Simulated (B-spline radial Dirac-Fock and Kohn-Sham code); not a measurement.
# Electron momentum distribution of Nb⁴⁺: Compton profiles

System: the Nb⁴⁺ ion in the configuration [Kr] 4d1, inside a Watson sphere of charge -4 and radius 1.8 Å (a model of the Madelung potential; inside it an electron's potential energy is raised by 32.0 eV).

Model: the impulse approximation on Dirac-Fock orbitals of the configuration average with a finite nucleus. Program: an atomic code on a B-spline grid. pz is in atomic units of momentum; subshell profiles are per electron, for a selection of subshells; open shells are spread over both j values by their weights.

```
 pz    J total   J 3p1/2   J 4d3/2   J 4d5/2
  0      5.259     0.109     0.285     0.286
0.2      5.220     0.109     0.285     0.286
0.3      5.171     0.109     0.285     0.286
0.4      5.100     0.109     0.284     0.286
0.5      5.007     0.109     0.283     0.285
0.6      4.891     0.109     0.280     0.282
0.8      4.593     0.109     0.269     0.270
  1      4.224     0.108     0.247     0.248
1.2      3.822     0.108     0.216     0.216
1.4      3.423     0.107     0.180     0.179
1.6      3.061     0.105     0.143     0.142
1.8      2.753     0.103     0.109     0.108
  2      2.504     0.101    0.0808    0.0798
2.5      2.088    0.0923    0.0339    0.0331
  3      1.839    0.0811    0.0132    0.0128
  4      1.456    0.0555   0.00349   0.00347
  5      1.112    0.0328   0.00301   0.00304
  7     0.6378   0.00886   0.00229   0.00228
 10     0.3235   0.00303  0.000848  0.000831
 15     0.1363   0.00247  0.000134  0.000129
 20    0.06665   0.00122  2.40e-05  2.28e-05
 30    0.02146  0.000219  1.34e-06  1.23e-06
 40   0.008681  4.58e-05    < 1e-6    < 1e-6
 60   0.001945  3.79e-06    < 1e-6    < 1e-6
100  0.0002068    < 1e-6    < 1e-6    < 1e-6
```

J(0) = 5.259. The 4p3/2 subshell gives the largest part, 23 %.

Mean momentum ⟨p⟩ by subshell (a.u.): 1s1/2 36.4, 2s1/2 12.7, 2p1/2 17.0, 2p3/2 16.5, 3s1/2 5.80, 3p1/2 6.90, 3p3/2 6.74, 3d3/2 7.84, 3d5/2 7.78, 4s1/2 2.37, 4p1/2 2.58, 4p3/2 2.53, 4d3/2 2.37, 4d5/2 2.35.

Values without a named source are computed, but for edge energies of neutral atoms, which are taken from tables.
